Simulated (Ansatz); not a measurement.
Reaction (redistribution): `O[SiH](O)S[SiH](O)F` + `[SiH3][SiH2][GeH3]` → `O[SiH](O)[SiH2][SiH3]` + `O[SiH](F)[S][GeH3]`

Program: Ansatz. Geometries: PBE0-D4/def2-TZVP. ΔE: electronic, gas phase. CBS: MP2 limit from def2 TZ/QZ plus the TZ coupled-cluster correction, frozen cores. Functionals use def2-TZVPP. B3LYP here is the variant with VWN-RPA as its local correlation; programs differ in this. For Ge outer-core shells are correlated without core-valence functions, which leaves a few kJ/mol of doubt a bond. Scalar relativity is left out up to krypton. One conformer a species, not always the lowest.

| level | ΔE (kcal/mol) | difference from CCSD(T)/CBS |
| --- | --- | --- |
| PBE-D4 | 14.0 | -0.3 |
| r2SCAN-D4 | 15.1 | 0.8 |
| PBE0-D4 | 14.2 | -0.1 |
| B3LYP-D4 | 13.7 | -0.6 |
| ωB97X-V | 13.3 | -1.0 |
| ωB97M-V | 14.6 | 0.3 |
| B2PLYP | 13.6 | -0.7 |
| PBE | 13.5 | -0.8 |
| r2SCAN | 15.0 | 0.7 |
| PBE0 | 13.8 | -0.5 |
| B3LYP | 13.0 | -1.3 |
| HF/def2-TZVPP | 11.2 | -3.1 |
| MP2/def2-TZVPP | 14.5 | 0.2 |
| SCS-MP2/def2-TZVPP | 13.2 | -1.1 |
| CCSD/def2-TZVPP | 13.3 | -1.0 |
| CCSD(T)/def2-TZVPP | 13.7 | -0.6 |
| HF/def2-QZVPP | 11.3 | -3.0 |
| MP2/def2-QZVPP | 14.9 | 0.6 |
| SCS-MP2/def2-QZVPP | 13.5 | -0.8 |
| HF/CBS(def2) | 11.3 | -3.0 |
| MP2/CBS(def2) | 15.1 | 0.8 |
| CCSD/CBS(def2) | 13.9 | -0.4 |
| CCSD(T)/CBS | 14.3 | 0 |

Largest T1 diagnostic among the species: 0.013.

The D4 term adds +0.8 kcal/mol with B3LYP and +0.4 kcal/mol with PBE0; it sums over pairs of atoms, weighted by their polarisabilities, and B3LYP, whose exchange is more repulsive, gets the larger term. In def2-TZVPP, CCSD(T) changes the Hartree–Fock value by +2.5 kcal/mol (the triples alone add +0.4 kcal/mol) and MP2 by +3.3 kcal/mol.
